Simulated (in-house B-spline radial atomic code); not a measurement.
Values are calculated unless marked as measured or tabulated.
**Ghost states of the separable form: Sb**

Sb, [Kr] 4d10 5s2 5p3, non-relativistic PBE, spherical and spin-unpolarised, from an all-electron radial atomic-structure program (B-spline basis) (atomic units; all potentials screened as in the neutral atom).

Troullier-Martins channels: 5s (ε = -0.4372, r_c = 1.754 bohr), 5p (ε = -0.1800, r_c = 1.938 bohr), 4d (ε = -1.2953, r_c = 0.713 bohr). In the Kleinman-Bylander form one channel serves as the local potential, and each other channel l becomes |δV u><u δV|/<u|δV|u>, with δV = V_l − V_local and u the pseudo-orbital. Its strength is E_KB = <u|δV²|u>/<u|δV|u>. By the analysis of Gonze, Stumpf and Scheffler a spurious state lies below the reference level ε if E_KB > 0 and ε is above the second level of the local potential alone, or if E_KB < 0 and ε is above its first. The table's levels are those of angular momentum l in a sphere of 9 bohr, whose wall can lift a shallow ε a little above its free-atom value.

| local | channel | <u δV u> | <u δV² u> | ε | first local level | second local level |
| --- | --- | --- | --- | --- | --- | --- |
| p | s | -0.029972 | 0.13674 | -0.4372 | -0.4555 | 0.0129 |
| p | d | -6.5081 | 78.044 | -1.2953 | 0.0605 | 0.2696 |
| s | p | 0.017913 | 0.059888 | -0.1796 | -0.2065 | 0.1010 |
| s | d | -7.6208 | 102.5 | -1.2953 | 0.0545 | 0.2577 |
| d | p | 0.24266 | 1.1265 | -0.1796 | -11.0097 | -1.9605 |
| d | s | 0.53026 | 4.5557 | -0.4372 | -32.2890 | -5.3892 |

(1) Apply the rule to each row.

Diagonalising the separable Hamiltonian gives:

| local | channel | three lowest levels | all-electron, two lowest valence levels |
| --- | --- | --- | --- |
| p | s | -1.5468, -0.4372, 0.0341 | -0.4372, 0.0320 |
| p | d | -1.2953, 0.0805, 0.3185 | -1.2953, 0.0744 |
| s | p | -0.1796, 0.1090, 0.4554 | -0.1796, 0.1092 |
| s | d | -1.2953, 0.0788, 0.3131 | -1.2953, 0.0744 |
| d | p | -9.4460, -0.1796, 0.1084 | -0.1796, 0.1092 |
| d | s | -29.2107, -0.8909, -0.4372 | -0.4372, 0.0320 |

(2) Which choices of local channel are safe?

Answers

(1) Local p, channel s: E_KB = -4.56, so ε = -0.4372 is set against -0.4555: a ghost. Local p, channel d: E_KB = -12, so ε = -1.2953 is set against 0.0605: no ghost. Local s, channel p: E_KB = +3.34, so ε = -0.1796 is set against 0.1010: no ghost. Local s, channel d: E_KB = -13.5, so ε = -1.2953 is set against 0.0545: no ghost. Local d, channel p: E_KB = +4.64, so ε = -0.1796 is set against -1.9605: a ghost. Local d, channel s: E_KB = +8.59, so ε = -0.4372 is set against -5.3892: a ghost.

(2) Free of ghosts: s. With p local the s channel has a ghost 1.11 hartree below ε, since the attractive projector pulls a state below the first local level. With d local the p channel has a ghost 9.27 hartree below ε, since the local potential binds more than one state below ε, and a repulsive term of rank one raises each level at most to the next, so it clears only one of them. With d local the s channel has two ghosts, the lowest 28.77 hartree below ε, since the local potential binds more than one state below ε, and a repulsive term of rank one raises each level at most to the next, so it clears only one of them. Among the safe choices the second level, which tests transfer, is off by at most 4.4 millihartree (s local).
